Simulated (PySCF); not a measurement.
H9N3Si2, SMILES N[SiH2]N[SiH2]N.

Coordinates come from a B3LYP-D3(BJ)/def2-SVP optimisation. One conformer was computed; it need not be the lowest.

Method: B3LYP/def2-TZVP in PySCF.

Symmetry labels are those of the subgroup Cs that the program uses (full group Cs).

Q: List the valence orbital energies around the gap with their symmetry. (An estimate is asked for; the answer gives what the named calculation found.)

A: 
```json
[
 {"orbital": "HOMO−7", "symmetry": "A\"", "energy (eV)": "-10.70"},
 {"orbital": "HOMO−6", "symmetry": "A'", "energy (eV)": "-10.38"},
 {"orbital": "HOMO−5", "symmetry": "A\"", "energy (eV)": "-10.20"},
 {"orbital": "HOMO−4", "symmetry": "A'", "energy (eV)": "-9.37"},
 {"orbital": "HOMO−3", "symmetry": "A\"", "energy (eV)": "-8.90"},
 {"orbital": "HOMO−2", "symmetry": "A'", "energy (eV)": "-7.47"},
 {"orbital": "HOMO−1", "symmetry": "A'", "energy (eV)": "-7.03"},
 {"orbital": "HOMO", "symmetry": "A\"", "energy (eV)": "-7.02"},
 {"orbital": "LUMO", "symmetry": "A'", "energy (eV)": "0.37"},
 {"orbital": "LUMO+1", "symmetry": "A\"", "energy (eV)": "0.67"},
 {"orbital": "LUMO+2", "symmetry": "A'", "energy (eV)": "0.79"},
 {"orbital": "LUMO+3", "symmetry": "A'", "energy (eV)": "1.91"}
]
```
